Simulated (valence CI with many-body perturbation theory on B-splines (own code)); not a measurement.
# Se III: electric-dipole lines

Method: relativistic CI+MBPT: four valence electrons over a frozen Dirac-Fock core [Ar] 3d10, radial functions for each j: 11 s, 11 p, 10 d, 8 f, 5 g, 2 h, with the one-electron correlation potential Σ1, the two-electron term Σ2, the three-electron term Σ3, Breit, model QED; selected CI, second order for the rest, scaled by the run's own slope (own B-spline code, finite nucleus).

Set against measurement, 29 paired levels are off by 224 cm⁻¹ on average, the worst by 760. These come from a selection out of Moore, Atomic Energy Levels, vol. II, NSRDS-NBS 35 (1971 reprint of NBS Circular 467, 1952), an old analysis. Levels without a partner in it may be off by more. Among the levels kept, up to 2000 cm⁻¹ of a level comes from second order outside the variational space, and about a tenth of that is noise between levels of different J, which matters for small intervals.

Lines 351 to 400 of 490 in falling wavelength, among levels below 231004 cm⁻¹, chosen from the strongest by gf and those to the six lowest levels. Wavelengths and rates use the calculated energies, so an error of 200 cm⁻¹ moves a line at 880.0 Å by 0.18 % and its rate by three times that or more. Electric multipoles are in the length gauge, E1 and E2 with the static RPA response of the core. Weak lines are less certain than strong ones. Lines between different terms over intervals too small for the method are left out, as are lines whose strength nearly cancels. Where a level lies close to another of its J and parity, the split of strength between their lines is uncertain. The highest levels of a list are the least certain.

Names give the largest LS component (configuration and term), which can be under half, so a name can repeat, a term be missing and a line seem to break the LS rules; names also repeat where a configuration has a term twice. Letters in brackets count levels of one name in rising energy.

| λ vac (Å) | λ from measured levels | Upper | Lower | A (s⁻¹) | S (a.u.) with core polarisation | S without |
| --- | --- | --- | --- | --- | --- | --- |
| 893.2 |  | 4s2 4p 4d 3F°_3 | 4s2 4p2 1D_2 | 2.12e+07 | 5.23e-02 | 5.43e-02 |
| 889.2 |  | 4s2 4p 4d 3D°_1 [b] | 4s2 4p2 1S_0 | 4.19e+07 | 4.36e-02 | 3.65e-02 |
| 880.0 | 879.1 | 4s2 4p 5s 3P°_1 | 4s2 4p2 1D_2 | 2.15e+08 | 2.17e-01 | 2.05e-01 |
| 852.9 | 852.1 | 4s2 4p 5s 3P°_2 | 4s2 4p2 1D_2 | 7.10e+07 | 1.09e-01 | 1.05e-01 |
| 843.9 | 843.0 | 4s2 4p 5s 1P°_1 | 4s2 4p2 1D_2 | 1.62e+09 | 1.44e+00 | 1.33e+00 |
| 838.1 |  | 4s 4p2 4d 3D_2 | 4s 4p3 3P°_1 | 9.91e+08 | 1.44e+00 | 1.54e+00 |
| 835.3 |  | 4s 4p2 5s 3P_1 | 4s 4p3 3D°_2 | 1.97e+09 | 1.70e+00 | 1.68e+00 |
| 826.5 |  | 4s 4p2 4d 3P_2 [b] | 4s 4p3 3P°_2 | 7.54e+08 | 1.05e+00 | 1.19e+00 |
| 825.9 |  | 4s2 4p 4d 3F°_3 | 4s2 4p2 3P_2 | 7.28e+07 | 1.42e-01 | 1.50e-01 |
| 823.9 |  | 4s 4p2 5s 3P_2 | 4s 4p3 3D°_3 | 2.07e+09 | 2.85e+00 | 2.84e+00 |
| 819.6 |  | 4s2 4p 4d 3F°_2 | 4s2 4p2 3P_1 | 2.93e+07 | 3.98e-02 | 4.24e-02 |
| 814.6 | 814.0 | 4s2 4p 5s 3P°_1 | 4s2 4p2 3P_2 | 1.27e+09 | 1.02e+00 | 9.87e-01 |
| 806.9 |  | 4s 4p3 3S°_1 | 4s2 4p2 1D_2 | 2.56e+09 | 2.00e+00 | 2.14e+00 |
| 803.6 | 803.0 | 4s2 4p 5s 3P°_0 | 4s2 4p2 3P_1 | 3.22e+09 | 8.25e-01 | 8.08e-01 |
| 800.3 | 799.7 | 4s2 4p 5s 3P°_1 | 4s2 4p2 3P_1 | 7.16e+08 | 5.43e-01 | 5.35e-01 |
| 792.9 |  | 4s2 4p 4d 3D°_1 [a] | 4s2 4p2 1D_2 | 1.42e+09 | 1.05e+00 | 1.12e+00 |
| 792.0 |  | 4s2 4p 4d 3P°_2 | 4s2 4p2 1D_2 | 1.22e+08 | 1.49e-01 | 1.63e-01 |
| 791.4 | 790.8 | 4s2 4p 5s 3P°_2 | 4s2 4p2 3P_2 | 2.61e+09 | 3.20e+00 | 3.15e+00 |
| 789.3 | 788.8 | 4s2 4p 5s 3P°_1 | 4s2 4p2 3P_0 | 9.89e+08 | 7.20e-01 | 7.05e-01 |
| 784.0 |  | 4s2 4p 4d 3D°_1 [b] | 4s2 4p2 1D_2 | 2.59e+09 | 1.85e+00 | 2.03e+00 |
| 783.5 | 783.0 | 4s2 4p 5s 1P°_1 | 4s2 4p2 3P_2 | 1.00e+08 | 7.12e-02 | 7.57e-02 |
| 777.8 | 777.3 | 4s2 4p 5s 3P°_2 | 4s2 4p2 3P_1 | 1.10e+09 | 1.28e+00 | 1.27e+00 |
| 775.8 |  | 4s2 4p 4d 3D°_3 | 4s2 4p2 1D_2 | 2.73e+07 | 4.40e-02 | 4.87e-02 |
| 771.7 |  | 4s2 4p 4d 3P°_1 | 4s2 4p2 1D_2 | 6.09e+08 | 4.14e-01 | 4.50e-01 |
| 770.7 |  | 4s2 4p 4d 1P°_1 | 4s2 4p2 1S_0 | 1.02e+10 | 6.90e+00 | 7.39e+00 |
| 770.3 | 769.7 | 4s2 4p 5s 1P°_1 | 4s2 4p2 3P_1 | 9.62e+07 | 6.51e-02 | 6.24e-02 |
| 760.1 | 759.6 | 4s2 4p 5s 1P°_1 | 4s2 4p2 3P_0 | 3.43e+08 | 2.23e-01 | 2.26e-01 |
| 751.6 |  | 4s 4p3 3S°_1 | 4s2 4p2 3P_2 | 4.85e+09 | 3.05e+00 | 3.40e+00 |
| 750.8 |  | 4s 4p2 4d 3D_2 | 4s 4p3 3D°_2 | 1.10e+09 | 1.15e+00 | 1.29e+00 |
| 750.1 |  | 4s 4p2 4d 3D_2 | 4s 4p3 3D°_1 | 1.38e+09 | 1.44e+00 | 1.55e+00 |
| 748.1 |  | 4s 4p2 4d 3D_3 | 4s 4p3 3D°_3 | 7.20e+08 | 1.04e+00 | 1.16e+00 |
| 747.5 |  | 4s2 4p 6f 3D_3 [a] | 4s 4p3 3D°_2 | 1.06e+09 | 1.53e+00 | 1.63e+00 |
| 745.4 |  | 4s 4p2 4d 5D_1 | 4s 4p3 5S°_2 | 1.35e+08 | 8.28e-02 | 8.56e-02 |
| 745.0 |  | 4s 4p2 4d 3P_2 [b] | 4s 4p3 3D°_3 | 4.38e+09 | 4.47e+00 | 5.00e+00 |
| 744.6 |  | 4s 4p2 4d 5D_2 | 4s 4p3 5S°_2 | 2.07e+08 | 2.10e-01 | 2.20e-01 |
| 742.5 |  | 4s 4p2 4d 5D_3 | 4s 4p3 5S°_2 | 3.22e+08 | 4.56e-01 | 4.79e-01 |
| 741.9 |  | 4s 4p2 4d 3P_2 [b] | 4s 4p3 3D°_2 | 2.17e+09 | 2.19e+00 | 2.35e+00 |
| 741.8 |  | 4s 4p3 1D°_2 | 4s2 4p2 1D_2 | 1.26e+10 | 1.27e+01 | 1.39e+01 |
| 739.4 |  | 4s2 4p 4d 3D°_1 [a] | 4s2 4p2 3P_2 | 3.95e+08 | 2.36e-01 | 2.72e-01 |
| 739.4 |  | 4s 4p3 3S°_1 | 4s2 4p2 3P_1 | 2.54e+09 | 1.52e+00 | 1.69e+00 |
| 738.7 |  | 4s2 4p 4d 3P°_2 | 4s2 4p2 3P_2 | 5.50e+08 | 5.47e-01 | 6.11e-01 |
| 737.6 |  | 4s 4p2 5s 5P_1 | 4s 4p3 5S°_2 | 2.87e+09 | 1.71e+00 | 1.69e+00 |
| 737.0 |  | 4s2 4p 4d 1F°_3 | 4s2 4p2 1D_2 | 1.20e+10 | 1.67e+01 | 1.75e+01 |
| 735.6 |  | 4s 4p2 5s 3D_2 [a] | 4s 4p3 3D°_3 | 1.54e+09 | 1.51e+00 | 1.60e+00 |
| 734.8 |  | 4s2 4p 8p 3D_1 | 4s 4p3 3D°_1 | 3.99e+09 | 2.34e+00 | 2.44e+00 |
| 733.4 |  | 4s 4p2 5s 3D_3 | 4s 4p3 3D°_3 | 4.40e+09 | 5.99e+00 | 6.05e+00 |
| 732.6 |  | 4s 4p2 5s 3D_2 [a] | 4s 4p3 3D°_2 | 1.08e+09 | 1.05e+00 | 1.04e+00 |
| 731.9 |  | 4s 4p2 5s 3D_2 [a] | 4s 4p3 3D°_1 | 1.10e+09 | 1.07e+00 | 1.09e+00 |
| 731.6 |  | 4s2 4p 4d 3D°_1 [b] | 4s2 4p2 3P_2 | 1.22e+09 | 7.10e-01 | 8.03e-01 |
| 731.6 |  | 4s2 4p 8p 1P_1 | 4s 4p3 3D°_2 | 1.56e+09 | 9.04e-01 | 1.01e+00 |
